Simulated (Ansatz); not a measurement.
Consider the redistribution: `C[N]([GeH3])BF` + `C[SiH3]` → `CBF` + `C[N]([SiH3])[GeH3]`.

Calculated with Ansatz (gas phase, PBE0-D4/def2-TZVP geometries, no zero-point term in ΔE). CCSD(T)/CBS adds triple-zeta CCSD(T) − MP2 to the extrapolated MP2 energy (def2 sets, frozen cores). This one scheme is used for every species. DFT in def2-TZVPP. For Ge outer-core shells are correlated without core-valence functions, which leaves a few kJ/mol of doubt a bond. Scalar relativity is left out up to krypton. Each species was taken in one conformer, which may not be the lowest.

Question: Is it downhill or uphill in electronic energy at CCSD(T)/CBS, and by how much? (An estimate is asked.)

Answer: The calculation gave: Uphill: ΔE = +0.79 eV.

Question: What do these levels give: LDA (SPW92), revPBE-D4, r2SCAN0-D4, BHLYP-D4, revPBE, r2SCANh, r2SCAN0, CAM-B3LYP, HF/def2-SVP, HF/def2-TZVPP, HF/def2-QZVPP, SCS-MP2/def2-QZVPP? (Best estimate.)

Answer: Ansatz gave: LDA (SPW92) 0.92, revPBE-D4 0.82, r2SCAN0-D4 0.82, BHLYP-D4 0.77, revPBE 0.85, r2SCANh 0.84, r2SCAN0 0.83, CAM-B3LYP 0.83, HF/def2-SVP 0.82, HF/def2-TZVPP 0.75, HF/def2-QZVPP 0.73, SCS-MP2/def2-QZVPP 0.77 eV.

Question: What do rigid-rotor, harmonic-oscillator terms from PBE0-D4/def2-TZVP frequencies (298.15 K, 1 bar) make of the CCSD(T)/CBS value? (Best estimate.)

Answer: The calculation gave: ΔZPE = -0.04 eV, ΔH = +0.77 eV, ΔS = 26 J/(mol·K), ΔG = +0.69 eV.

Largest T1 diagnostic among the species: 0.012.

Leaving LDA and LC-ωPBE aside and taking each functional with its dispersion term where it has one, the values, not all of them listed here, spread over 0.08 eV, from BHLYP-D4 to PBE-D4. LDA lies +0.05 eV from PBE without D4. In def2-TZVPP, CCSD(T) changes the Hartree–Fock value by +0.07 eV (the triples alone add +0.01 eV) and MP2 by +0.05 eV.
